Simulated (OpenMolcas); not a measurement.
C: effect of the active space

```yaml
Program: OpenMolcas
Method: XMS-CASPT2 or its RAS form, IPEA 0.25 Eh, imaginary shift 0.1 Eh
Basis: ANO-RCC-VTZP
Scalar_Hamiltonian: DKH2, point nucleus
Spin-orbit_coupling: RASSI with atomic mean-field integrals over the reference wave functions, term energies averaged over their components
```

A. 2 electrons in 3 orbitals (2p); 2S+1 = 3 even, 3 roots; 2S+1 = 1 even, 6 roots; closed shells correlated: 1s 2s; CASPT2 step about 0.8 core-seconds
B. 4 electrons in 4 orbitals (2s 2p); 2S+1 = 3 even, 3 roots; 2S+1 = 1 even, 6 roots; 2S+1 = 5 odd, 1 root; 2S+1 = 3 odd, 8 roots; closed shells correlated: 1s; CASPT2 step roughly 1.9 core-seconds
C. 4 electrons in 8 orbitals (2s 2p 3s 3p); 2S+1 = 3 even, 3 roots; 2S+1 = 1 even, 6 roots; 2S+1 = 5 odd, 1 root; 2S+1 = 3 odd, 8 roots; 2S+1 = 1 odd, 3 roots; closed shells correlated: 1s; CASPT2 step roughly 6 core-seconds
D. 4 electrons in 9 orbitals (RAS2 2s 2p; RAS3 3d, at most 2 electrons); 2S+1 = 3 even, 3 roots; 2S+1 = 1 even, 6 roots; 2S+1 = 5 odd, 1 root; 2S+1 = 3 odd, 8 roots; closed shells correlated: 1s; CASPT2 step roughly 9 core-seconds

Energies in cm-1 above 2s2 2p2 3P0, the measured ground level; measured values from NIST Handbook of Basic Atomic Spectroscopic Data.

| Level | A | B | C | D | Measured |
| --- | --- | --- | --- | --- | --- |
| 2s2 2p2 3P0 | 0.0 | 0.0 | 0.0 | 0.0 | 0.0 |
| 2s2 2p2 3P1 | 15.8 | 15.2 | 15.0 | 15.1 | 16.4 |
| 2s2 2p2 3P2 | 47.2 | 45.3 | 44.8 | 45.0 | 43.4 |
| 2s2 2p2 1D2 | 10140 | 10090 | 10460 | 10520 | 10193 |
| 2s2 2p2 1S0 | 23590 | 21160 | 21610 | 22410 | 21648 |

Deviations, from unrounded energies. A percentage is the sum of absolute deviations over the sum of measured energies, with the sign that they share, or ± where signs differ.

```tsv
Against measurement	Levels	A	B	C	D
mean absolute deviation (cm-1)	4	500	150	77	270
fine structure of the ground term (%)	2	±7.4	±5.2	±4.6	±4.9
other terms of the ground configuration (%)	2	±6.3	-1.8	±1.0	+3.4
```

C lies closest to measurement on these levels and A furthest from it. The largest miss of C in the table is 2s2 2p2 1D2, by +270 cm-1. The ranking rests on the paired levels alone, and a cruder setting can come out closer through cancelling errors.

The two smallest mean deviations differ by little beside CASPT2's spread within terms, so their order carries little weight.

Among A to D the level of the table that moves most is 2s2 2p2 1S0, by 2400 cm-1 (lowest in B, highest in A). Moves below CASPT2's spread within the term are not significant.

Term energies are means over components that CASPT2 splits; among the terms shown or strongly mixed into the levels shown the widest spread is 450 cm-1 (2s2 2p2 1D, A). Over all roots computed the reference weight is 0.94 to 0.99 in B, 0.94 to 0.99 in C; the roots of lowest weight are the least certain, and an intruder state may touch them. With the s shell closed, the reference lacks s² → p² mixing (holds for A). The run also gave levels led by 2s2 2p 3s, which use shells meant for correlation; these and all levels above them are left out (holds for C). Active for correlation alone: 3d; no level in the range computed is led by a configuration that fills it, so any true level of that kind is missing (holds for D). Computed and measured levels are paired by configuration, term and J; levels that our copy of the source lacks, or whose pairing is in doubt (as where it misses far off the trend of its configuration), stay unpaired and out of the deviations. Only configurations of the active space appear. The table leaves out levels that lie high or whose names do not pair safely across all columns.
